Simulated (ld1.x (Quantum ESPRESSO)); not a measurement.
**S (Z = 16): TM semilocal pseudisation with LDA (PZ), scalar-relativistic reference atom.**

| Item | Value |
| --- | --- |
| Element | sulfur |
| Generator | ld1.x (Quantum ESPRESSO) 7.5 |
| Type | norm-conserving Troullier–Martins (semilocal form) |
| Functional | LDA (PZ) |
| Relativity | scalar-relativistic |
| Frozen core | [Ne] |
| Valence charge | 6 |
| Reference configuration | 3s1.75 3p4.25 |
| Partial waves | 3p (bound): rc 1.60 bohr; 3d channel at -0.2 Ry: rc 1.25 bohr; 3s (bound): rc 1.10 bohr |
| Local potential | the s channel |
| Core correction | Bessel-smoothed model core inside 0.65 bohr |

All-electron outer shells of the reference configuration (LDA (PZ), scalar-relativistic, ld1.x):

```json
{"shell": "2s", "level (eV)": "-211.15", "outermost node (bohr)": "0.13", "outermost maximum (bohr)": "0.39"}
{"shell": "2p", "level (eV)": "-156.87", "outermost node (bohr)": "–", "outermost maximum (bohr)": "0.33"}
{"shell": "3s", "level (eV)": "-17.46", "outermost node (bohr)": "0.60", "outermost maximum (bohr)": "1.40"}
{"shell": "3p", "level (eV)": "-7.25", "outermost node (bohr)": "0.58", "outermost maximum (bohr)": "1.59"}
```

Estimate the cutoffs (Ry, on a coarse ladder) from which the occupation-weighted sum of valence levels, in a spherical-Bessel basis at the reference potential, stays within 10 and 1 mRy of its value at 400 Ry.

60 Ry and 140 Ry.

Which valence shell sets the plane-wave cutoff?

3s: its level needs 120 Ry to come within 1 mRy, against 25 Ry for 3p.

Tests: 3s2 3p4; 3s2 3p3; 3s2 3p2; 3s0 3p6; 3s2 3p0; 3s2 3p3.5; 3s2 3p1. Which has the largest error in its energy relative to the reference configuration, and how large is it?

3s2 3p0, with +241 meV (all-electron minus pseudo) on +112.83 eV.
